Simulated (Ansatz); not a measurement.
Basis-set extrapolation for CH6AlNOSi, SMILES `[AlH2][O]/C=N\[SiH3]` (PBE0-D4/def2-TZVP geometry, frozen core, the Gaussian-basis code of Ansatz). Multiplicity 1, RHF reference.

```json
{"": "HF", "def2-TZVPP": "-701.662357", "def2-QZVPP": "-701.686923"}
{"": "MP2 correlation", "def2-TZVPP": "-0.793437", "def2-QZVPP": "-0.851701"}
{"": "CCSD(T) correlation", "def2-TZVPP": "-0.868459", "def2-QZVPP": "not run"}
```

Energies in hartree. Use E(X) = E(∞) + A·exp(−7.88·√X) for Hartree–Fock and E(X) = E(∞) + B·X^(−2.97) for correlation, with X = 3 and 4, and add CCSD(T) minus MP2 of the smaller set to the MP2 limit.

Question: What is the CCSD(T) energy at the basis-set limit?

Answer: HF limit: -701.686923 + (-0.024566) × 0.13774 = -701.69031. MP2 limit: -0.851701 + (-0.058264) × 0.74074 = -0.89486. Higher-order term: -0.868459 − (-0.793437) = -0.07502. Total: -702.66019 hartree, 339.7 kJ/mol below CCSD(T)/def2-TZVPP.
